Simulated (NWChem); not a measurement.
SiF2, singlet; SMILES F[Si]F

All runs: NWChem. Pople sets run with spherical d functions. Medium grid unless said otherwise, to which SCAN and Minnesota functionals are sensitive. Low-valent species are run as closed-shell singlets; no triplet was tried in these runs. Coordinates come from a PBE-D3(BJ)/def2-SVP optimisation. Hybrids' shares of exact exchange are those that their runs print; pure functionals count as 0. The functionals differ in more than this share.

```csv
row,share of exact exchange,highest occupied level (eV)
PBE/6-31G*,0.00,-6.95
SCAN/6-31G*,0.00,-7.26
TPSSh/6-31G*,0.10,-7.60
B3LYP/6-31G*,0.20,withheld
MPW1K/6-31G*,0.43,-9.21
```

**Question.** Fit a straight line of the last column on the one before it, predict the withheld value, and compare with the run.

**Answer.** 
1. Means of the 4 shown rows: x = 0.133, y = -7.755. Slope Σ(x − x̄)(y − ȳ)/Σ(x − x̄)² = -0.6102/0.1247 = -4.894; intercept -7.107.
2. The shown rows scatter about the line by 0.110 (root mean square); the largest residual is +0.16, at PBE/6-31G*.
3. At x = 0.20 (B3LYP/6-31G*; inside the shown range) the line gives -8.09.
4. The run gives -8.03, +0.06 from the line, 0.5 times the scatter.
